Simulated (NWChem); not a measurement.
System: C₃H₁₀Si; SMILES C[SiH2]CC

Input file for NWChem:

```
start job
memory heap 200 mb stack 900 mb global 1100 mb
geometry units angstroms noautosym nocenter noautoz
  C     -0.063060     2.297133     0.000000
  C      0.651024     0.947775     0.000000
  Si    -0.499170    -0.551347     0.000000
  C      0.466693    -2.166317     0.000000
  H      0.649001     3.137853     0.000000
  H     -0.707116     2.414902    -0.886211
  H     -0.707116     2.414902     0.886211
  H      1.313500     0.862155     0.879866
  H      1.313500     0.862155    -0.879866
  H     -1.388163    -0.493707    -1.207390
  H     -1.388163    -0.493707     1.207390
  H      1.109722    -2.241327     0.890890
  H     -0.213152    -3.032181     0.000000
  H      1.109722    -2.241327    -0.890890
end
basis spherical
  * library 6-311g**
end
dft
  xc b3lyp
  iterations 150
end
property
  shielding 10 1 2 3 4 5 6 8 10 12 13
end
task dft property
```

Excerpt of the output:

```
             Northwest Computational Chemistry Package (NWChem) 7.3.0
             --------------------------------------------------------

                             Geometry "geometry" -> ""
                             -------------------------

 Output coordinates in angstroms (scale by  1.889725989 to convert to a.u.)

  No.       Tag          Charge          X              Y              Z
 ---- ---------------- ---------- -------------- -------------- --------------
    1 C                    6.0000    -0.06306000     2.29713300     0.00000000
    2 C                    6.0000     0.65102400     0.94777500     0.00000000
    3 Si                  14.0000    -0.49917000    -0.55134700     0.00000000
    4 C                    6.0000     0.46669300    -2.16631700     0.00000000
    5 H                    1.0000     0.64900100     3.13785300     0.00000000
    6 H                    1.0000    -0.70711600     2.41490200    -0.88621100
    7 H                    1.0000    -0.70711600     2.41490200     0.88621100
    8 H                    1.0000     1.31350000     0.86215500     0.87986600
    9 H                    1.0000     1.31350000     0.86215500    -0.87986600
   10 H                    1.0000    -1.38816300    -0.49370700    -1.20739000
   11 H                    1.0000    -1.38816300    -0.49370700     1.20739000
   12 H                    1.0000     1.10972200    -2.24132700     0.89089000
   13 H                    1.0000    -0.21315200    -3.03218100     0.00000000
   14 H                    1.0000     1.10972200    -2.24132700    -0.89089000

 Effective nuclear repulsion energy (a.u.)     169.9084441765

                              NWChem Property Module
                              ----------------------

  itol2e modified to match energy
  convergence criterion.

                                 NWChem DFT Module
                                 -----------------

 Summary of "ao basis" -> "ao basis" (spherical)
 ------------------------------------------------------------------------------
       Tag                 Description            Shells   Functions and Types
 ---------------- ------------------------------  ------  ---------------------
 C                          6-311g**                 8       18   4s3p1d
 Si                         6-311g**                12       26   6s5p1d
 H                          6-311g**                 4        6   3s1p

  itol2e modified to match energy
  convergence criterion.

            General Information
            -------------------
          SCF calculation type: DFT
          Wavefunction type:  closed shell.
          No. of atoms     :    14
          No. of electrons :    42
           Alpha electrons :    21
            Beta electrons :    21
          Charge           :     0
          Spin multiplicity:     1
          Use of symmetry is: off; symmetry adaption is: off
          Maximum number of iterations: 150
          AO basis - number of functions:   140
                     number of shells:    76
          Convergence on energy requested:  1.00D-07
          Convergence on density requested:  1.00D-05
          Convergence on gradient requested:  5.00D-04

              XC Information
              --------------
                         B3LYP Method XC Potential
                     Hartree-Fock (Exact) Exchange  0.200
                        Slater Exchange Functional  0.800 local
                    Becke 1988 Exchange Functional  0.720 non-local
              Lee-Yang-Parr Correlation Functional  0.810
                  VWN I RPA Correlation Functional  0.190 local

             Grid Information
             ----------------
          Grid used for XC integration:  fine
          Radial quadrature: Mura-Knowles
          Angular quadrature: Lebedev.
          Tag              B.-S. Rad. Rad. Pts. Rad. Cut. Ang. Pts.
          ---              ---------- --------- --------- ---------
          C                   0.70       70          13.0       590
          Si                  1.10      123          11.0       770
          H                   0.35       60          15.0       590
          Grid pruning is: on
          Number of quadrature shells:   933
          Spatial weights used:  Erf1

      Superposition of Atomic Density Guess
      -------------------------------------

 Sum of atomic energies:        -406.84034668

      Non-variational initial energy
      ------------------------------

 Total energy =    -409.317523
 1-e energy   =    -893.649577
 2-e energy   =     314.423610
 HOMO         =      -0.346568
 LUMO         =       0.056212

   convergence    iter        energy       DeltaE   RMS-Dens  Diis-err
 ---------------- ----- ----------------- --------- --------- ---------
 d= 0,ls=0.0,diis     1   -409.8679639940 -5.80D+02  2.81D-03  7.98D-01
 d= 0,ls=0.0,diis     2   -409.9089692850 -4.10D-02  1.15D-03  2.62D-02
 d= 0,ls=0.0,diis     3   -409.9083501697  6.19D-04  6.22D-04  3.19D-02
 d= 0,ls=0.0,diis     4   -409.9121996210 -3.85D-03  7.01D-05  1.59D-04
 d= 0,ls=0.0,diis     5   -409.9122177931 -1.82D-05  1.89D-05  1.36D-05
  Resetting Diis
 d= 0,ls=0.0,diis     6   -409.9122192152 -1.42D-06  5.14D-06  1.29D-06
 d= 0,ls=0.0,diis     7   -409.9122193636 -1.48D-07  2.86D-06  1.29D-07
 d= 0,ls=0.0,diis     8   -409.9122193513  1.23D-08  1.69D-06  2.16D-07

         Total DFT energy =     -409.912219351331
      One electron energy =     -898.806348928763
           Coulomb energy =      359.981379039477
    Exchange-Corr. energy =      -40.995693638530
 Nuclear repulsion energy =      169.908444176486

 Numeric. integr. density =       41.999993897925

                       DFT Final Molecular Orbital Analysis
                       ------------------------------------

 Vector   19  Occ=2.000000D+00  E=-3.212406D-01
              MO Center= -8.2D-01, -4.1D-01, -9.3D-09, r^2= 3.2D+00
   Bfn.  Coefficient  Atom+Function         Bfn.  Coefficient  Atom+Function
  ----- ------------  ---------------      ----- ------------  ---------------
   112     -0.234188  10 H  s               118      0.234188  11 H  s
    54      0.225690   3 Si pz              113     -0.186356  10 H  s
   119      0.186356  11 H  s                51      0.136742   3 Si pz
   111     -0.136545  10 H  s               117      0.136545  11 H  s
    48     -0.105924   3 Si pz               27     -0.096533   2 C  pz

 Vector   20  Occ=2.000000D+00  E=-3.193258D-01
              MO Center= -1.4D-01, -1.2D+00,  8.9D-09, r^2= 3.1D+00
   Bfn.  Coefficient  Atom+Function         Bfn.  Coefficient  Atom+Function
  ----- ------------  ---------------      ----- ------------  ---------------
    70      0.216626   4 C  py               74      0.188977   4 C  py
    52      0.186151   3 Si px               69     -0.157530   4 C  px
    72      0.146865   4 C  s                66      0.142192   4 C  py
    73     -0.135125   4 C  px              112     -0.132488  10 H  s
   118     -0.132488  11 H  s                53     -0.126164   3 Si py

[...]

          -----------------------------------------
          Chemical Shielding Tensors (GIAO, in ppm)
          -----------------------------------------

                                NWChem CPHF Module
                                ------------------

  scftype          =     RHF
  nclosed          =       21
  nopen            =        0
  variables        =     2499
  # of vectors     =        3
  tolerance        = 0.10D-03
  level shift      = 0.00D+00
  max iterations   =       50
  max subspace     =       30

 SCF residual:    4.6240078786257884E-005

Iterative solution of linear equations
  No. of variables     2499
  No. of equations        3
  Maximum subspace       30
        Iterations       50
       Convergence  1.0D-04

   iter   nsub   residual    time
   ----  ------  --------  ---------
     1      3    3.03D-01     185.1
     2      6    8.42D-03     201.5
     3      9    2.50D-04     216.8
     4     12    1.42D-05     233.1

      Atom:    1  C
        Diamagnetic
    243.8060     -5.5858      0.0000
     -5.5858    254.3078      0.0000
      0.0000      0.0000    240.6100

        Paramagnetic
    -76.4727     -1.6249     -0.0000
     -1.6249    -70.9338      0.0000
     -0.0000      0.0000    -76.0119

        Total Shielding Tensor
    167.3334     -7.2107     -0.0000
     -7.2107    183.3739      0.0000
     -0.0000      0.0000    164.5981

           isotropic =     171.7685
          anisotropy =      21.5555

          Principal Components and Axis System
                 1           2           3
              186.1388    164.5981    164.5685

      1        -0.3580     -0.0000      0.9337
      2         0.9337     -0.0000      0.3580
      3         0.0000      1.0000      0.0000

      Atom:    2  C
        Diamagnetic
    246.0302      0.2715      0.0000
      0.2715    257.9194     -0.0000
      0.0000     -0.0000    240.6229

        Paramagnetic
    -76.9600     -6.9589      0.0000
     -6.9589    -74.3498      0.0000
      0.0000      0.0000    -70.7822

        Total Shielding Tensor
    169.0702     -6.6874      0.0000
     -6.6874    183.5696     -0.0000
      0.0000     -0.0000    169.8407

           isotropic =     174.1602
          anisotropy =      18.0342

          Principal Components and Axis System
                 1           2           3
              186.1830    169.8407    166.4568

      1        -0.3640      0.0000      0.9314
      2         0.9314      0.0000      0.3640
      3        -0.0000      1.0000     -0.0000

      Atom:    3  Si
        Diamagnetic
    879.2719      0.2078     -0.0000
      0.2078    885.2826      0.0000
     -0.0000      0.0000    876.3782

        Paramagnetic
   -516.1783     10.2501      0.0000
     10.2501   -463.3239     -0.0000
      0.0000     -0.0000   -548.1824

        Total Shielding Tensor
    363.0936     10.4580      0.0000
     10.4580    421.9587     -0.0000
      0.0000     -0.0000    328.1958

           isotropic =     371.0827
          anisotropy =      79.0181

          Principal Components and Axis System
                 1           2           3
              423.7614    361.2909    328.1958

      1         0.1699      0.9855     -0.0000
      2         0.9855     -0.1699      0.0000
      3        -0.0000      0.0000      1.0000

      Atom:    4  C
        Diamagnetic
    248.0029     -4.4269     -0.0000
     -4.4269    255.7579      0.0000
     -0.0000      0.0000    245.5185

        Paramagnetic
    -58.4633      6.8423     -0.0000
      6.8423    -64.1357     -0.0000
     -0.0000     -0.0000    -58.8793

        Total Shielding Tensor
    189.5396      2.4154     -0.0000
      2.4154    191.6222     -0.0000
     -0.0000     -0.0000    186.6392

           isotropic =     189.2670
          anisotropy =       5.9162

          Principal Components and Axis System
                 1           2           3
              193.2112    187.9507    186.6392

      1         0.5496      0.8354      0.0000
      2         0.8354     -0.5496     -0.0000
      3        -0.0000     -0.0000      1.0000

      Atom:    5  H
        Diamagnetic
     28.7299      5.7052      0.0000
      5.7052     36.8885     -0.0000
      0.0000     -0.0000     23.6079

        Paramagnetic
      0.4358     -2.7466     -0.0000
     -2.7466     -0.5271     -0.0000
     -0.0000     -0.0000      2.0058

        Total Shielding Tensor
     29.1657      2.9586     -0.0000
      2.9586     36.3614     -0.0000
     -0.0000     -0.0000     25.6137

           isotropic =      30.3803
          anisotropy =      10.5620

          Principal Components and Axis System
                 1           2           3
               37.4216     28.1055     25.6137

      1         0.3374      0.9414     -0.0000
      2         0.9414     -0.3374      0.0000
      3        -0.0000      0.0000      1.0000

      Atom:    6  H
        Diamagnetic
     28.9577     -2.9962      6.6639
     -2.9962     28.8070     -2.9114
      6.6639     -2.9114     31.3649

        Paramagnetic
      1.1241      0.5650     -2.7592
      0.5650      2.2257      0.7135
     -2.7592      0.7135     -0.1473

        Total Shielding Tensor
     30.0819     -2.4312      3.9047
     -2.4312     31.0327     -2.1979
      3.9047     -2.1979     31.2176

           isotropic =      30.7774
          anisotropy =       8.6245

          Principal Components and Axis System
                 1           2           3
               36.5271     29.1538     26.6513

      1         0.5782      0.2273      0.7836
      2        -0.5105      0.8500      0.1301
      3         0.6365      0.4752     -0.6075

      Atom:    7  H
        Diamagnetic
     30.7819     -0.0428      7.7548
     -0.0428     28.1133     -0.4560
      7.7548     -0.4560     31.3437

        Paramagnetic
      0.6942     -0.8879     -2.9680
     -0.8879      2.5773      0.3002
     -2.9680      0.3002     -0.2174

        Total Shielding Tensor
     31.4760     -0.9307      4.7868
     -0.9307     30.6906     -0.1558
      4.7868     -0.1558     31.1263

           isotropic =      31.0976
          anisotropy =       7.6560

          Principal Components and Axis System
                 1           2           3
               36.2016     30.6482     26.4431

      1         0.7181      0.0131     -0.6958
      2        -0.1405      0.9820     -0.1265
      3         0.6816      0.1886      0.7070

      Atom:    8  H
        Diamagnetic
     29.5708      0.1056      6.8748
      0.1056     26.0410     -0.0972
      6.8748     -0.0972     31.1236

        Paramagnetic
     -1.4500     -0.0689     -3.1655
     -0.0689      0.5412      0.2356
     -3.1655      0.2356     -2.9536

        Total Shielding Tensor
     28.1208      0.0367      3.7093
      0.0367     26.5822      0.1384
      3.7093      0.1384     28.1700

           isotropic =      27.6243
          anisotropy =       6.3501

          Principal Components and Axis System
                 1           2           3
               31.8577     26.5816     24.4336

      1         0.7044     -0.0402      0.7087
      2         0.0235      0.9992      0.0333
      3         0.7094      0.0068     -0.7048

      Atom:    9  H
        Diamagnetic
     29.6754     -2.7420      6.9354
     -2.7420     28.0105     -2.1504
      6.9354     -2.1504     32.5279

        Paramagnetic
      1.7054      1.0270     -2.3489
      1.0270      2.2495      0.5462
     -2.3489      0.5462      0.8720

        Total Shielding Tensor
     31.3807     -1.7150      4.5865
     -1.7150     30.2600     -1.6043
      4.5865     -1.6043     33.3998

           isotropic =      31.6802
          anisotropy =       9.1858

          Principal Components and Axis System
                 1           2           3
               37.8041     29.5962     27.6402

      1         0.6062      0.0552      0.7934
      2        -0.2949      0.9421      0.1597
      3         0.7387      0.3308     -0.5873

      Atom:   10  H
        Diamagnetic
     28.7758      5.6986     -0.0000
      5.6986     37.4718     -0.0000
     -0.0000     -0.0000     23.8047

        Paramagnetic
      1.8838     -1.5970      0.0000
     -1.5970     -0.7554      0.0000
      0.0000      0.0000      3.6089

        Total Shielding Tensor
     30.6596      4.1016     -0.0000
      4.1016     36.7164      0.0000
     -0.0000      0.0000     27.4136

           isotropic =      31.5965
          anisotropy =      10.7849

          Principal Components and Axis System
                 1           2           3
               38.7864     28.5895     27.4136

      1         0.4506      0.8927      0.0000
      2         0.8927     -0.4506     -0.0000
      3         0.0000     -0.0000      1.0000
```

Level: B3LYP/6-311G** (spherical d), GIAO. Coordinates come from a PBE0/def2-SVP optimisation. No frequency run checked for a minimum. B3LYP is NWChem's, with the RPA form of VWN correlation. The output numbers the shielded atoms by their place in the input's list. The printed shielding anisotropy is the first printed principal value minus the mean of the other two.
